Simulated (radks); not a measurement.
Values are calculated unless marked as measured or tabulated.
Task: These are the eigenvalues of the occupied orbitals of an atom or ion with whole-number occupations (Ry). Code: a radial shooting solver on a logarithmic mesh with Libxc functionals. Model: scalar-relativistic Kohn-Sham, PBE, spin-polarised, spherical densities, finite nucleus; Fermi nuclear charge, rms radius of each element as measured or else 0.836 A^(1/3) + 0.57 fm.

| orbital | eigenvalue |
|---|---|
| 1s | -5730.748 |
| 2s | -1241.777 |
| 2p | -1121.405 |
| 3s | -477.2501 |
| 3p | -441.6849 |
| 4s | -246.7425 |

Which element is it, and in what charge state? The configuration may be excited. Open shells, if any, are filled with parallel spins first.

Result: Z = 76, osmium, charge +56: Os56+ in [Ar] 4s2. The list shows which subshells hold electrons but not how many an open one holds; the 1s level, -2865.4 hartree, gives Z - s = 75.7 by -(Z - s)^2/2, which with screening and relativity narrows Z to a few neighbours, and the depths of the outer levels then fix element, charge and occupations together.
